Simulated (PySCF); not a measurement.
(Z)-1,2-difluoro-1-methoxyethene (C₃H₄F₂O), SMILES CO/C(F)=C/F.

Coordinates come from a PBE0-D3(BJ)/def2-SVP optimisation. One conformer was computed; it need not be the lowest.

Two levels are set side by side: TDA-PBE/def2-SVPD (PySCF) and TDA-CAM-B3LYP/def2-SVPD (PySCF). Vertical, same geometry. The lowest singlet is HOMO→LUMO+1 84 %, HOMO→LUMO 15 % with PBE and HOMO→LUMO 66 %, HOMO→LUMO+1 19 % with the other functional; states are paired by order. Differences are taken from unrounded values.

```tsv
quantity	TDA-PBE
lowest singlet excitation (eV)	5.61
lowest triplet excitation (TDA) (eV)	4.41
first bright state (f over 0.05) (eV)	7.06
its oscillator strength	0.15
```

Task: These are the TDA-PBE values. What does TDA-CAM-B3LYP give? (The exact figures need the calculation; the answer reports its results.)

Result: 
| quantity | TDA-CAM-B3LYP | TDA-PBE minus TDA-CAM-B3LYP |
|---|---|---|
| lowest singlet excitation (eV) | 6.40 | -0.80 |
| lowest triplet excitation (TDA) (eV) | 4.33 | 0.08 |
| first bright state (f over 0.05) (eV) | 7.67 | -0.60 |
| its oscillator strength | 0.26 | -0.11 |

Functionals without exact exchange tend to place singlet excitations lower, as here. Differences between two approximate levels are no errors against the true value.

Rough cost on one machine, each run with all the roots and properties that it gave: TDA-CAM-B3LYP against TDA-PBE about 3 times.
